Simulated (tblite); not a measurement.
Species: C₄H₁₁NP₂.
Numbering: `[NH2:1][P:2]1[CH2:3][CH2:4][PH:5][CH2:6][CH2:7]1` (hydrogens: H8, H9 on N1; H10, H11 on C3; H12, H13 on C4; H14 on P5; H15, H16 on C6; H17, H18 on C7)

Cartesian coordinates in Å at the GFN2-xTB level; atoms count from 1:
```xyz
18
C4H11NP2 angstrom
N      2.447   -0.737    0.548
P      1.168   -0.505   -0.581
C     -0.144   -1.370    0.416
C     -1.534   -0.984   -0.073
P     -1.947    0.751    0.462
C     -0.644    1.617   -0.549
C      0.746    1.230   -0.059
H      2.735   -1.713    0.553
H      3.258   -0.188    0.273
H     -0.004   -1.109    1.471
H      0.009   -2.449    0.305
H     -2.287   -1.652    0.357
H     -1.588   -1.062   -1.164
H     -2.981    0.935   -0.468
H     -0.800    2.694   -0.438
H     -0.759    1.359   -1.606
H      1.498    1.900   -0.491
H      0.817    1.289    1.032
```

Method: GFN2-xTB as coded in tblite; computed harmonic values from a numerical Hessian at the method's own geometry, unscaled. Errors from tens to a few hundred cm⁻¹ against measured bands are possible. Modes of hydrogen on phosphorus can be 10 to 20 % off. One conformer, not necessarily the lowest.

Harmonic wavenumbers (cm⁻¹): 112.0, 167.7, 178.8, 233.0, 245.2, 257.8, 323.2, 333.3, 413.3, 651.2, 676.6, 683.3, 686.6, 770.9, 793.9, 805.4, 828.3, 851.5, 851.9, 861.9, 924.2, 933.6, 1046.9, 1055.7, 1062.8, 1077.7, 1130.4, 1147.1, 1236.8, 1249.9, 1252.1, 1254.4, 1426.2, 1436.1, 1442.7, 1448.7, 1483.6, 2236.8, 2915.5, 2919.1, 2920.9, 2924.4, 2928.6, 2931.4, 2938.0, 2939.0, 3347.2, 3367.3.

A = 3249, B = 1328, C = 1071 MHz; mass 135.037 u (most abundant isotopes); point group Cs, symmetry number 1.

Q: What is the zero-point energy?

A: ½Σν̃ = 31851 cm⁻¹ = 91.07 kcal/mol.

Q: What is S at 273.15 K and 1 bar for an ideal gas of classical rigid rotors and harmonic oscillators?

A: Translation 40.20, rotation 28.37, vibration 18.06: S = 86.6 cal/(mol K).

Q: And Cp and H(273.15 K) − H(0)?

A: Cp = 32.62 cal/(mol K), of which vibrations give 24.67 (their classical limit is 48 R = 95.4); H(273.15 K) − H(0) = 5.17 kcal/mol without the zero-point energy, 3.00 from vibrations.

Q: Which modes carry the vibrational entropy at 273.15 K?

A: 112.0 cm⁻¹: 3.06; 167.7 cm⁻¹: 2.30; 178.8 cm⁻¹: 2.18; 233.0 cm⁻¹: 1.70; 245.2 cm⁻¹: 1.61; 257.8 cm⁻¹: 1.53 cal/(mol K); the other 42 give 5.68 together.

Q: Blend soft modes into free rotors: weight 1/[1 + (100 cm⁻¹/ν̃)⁴] for the oscillator and the rest for a rotor with moment μB/(μ + B), μ = h/(8π²ν), B = 10⁻⁴⁴ kg m². What vibrational entropy results?

A: 17.93 cal/(mol K) in place of 18.06, which changes −T·S at 273.15 K by +0.04 kcal/mol.

Q: How do the functions run with temperature in this model?

A: 
| T (K) | S (cal/(mol K)) | Cp (cal/(mol K)) | H − H(0) (kcal/mol) | G − H(0) (kcal/mol) | ln q(vib) |
| --- | --- | --- | --- | --- | --- |
| 150 | 71.3 | 20.2 | 1.94 | -8.75 | 1.26 |
| 250 | 83.9 | 30.1 | 4.44 | -16.52 | 3.10 |
| 298.15 | 89.6 | 35.3 | 6.02 | -20.70 | 4.08 |
| 400 | 101.4 | 45.5 | 10.14 | -30.43 | 6.25 |
| 600 | 122.9 | 60.4 | 20.84 | -52.91 | 10.72 |
| 900 | 150.3 | 74.3 | 41.23 | -94.03 | 17.29 |

q(vib) and H(0) count from the zero-point level.

Q: What must be added to the electronic energy to get the Gibbs energy at 273.15 K and 1 bar?

A: ZPE + [H(273.15 K) − H(0)] − T·S = 91.07 + 5.17 − 23.66 = 72.58 kcal/mol.

Hindered rotation and anharmonicity are outside this model. Other conformers, if any are populated, would add a mixing term that is left out.
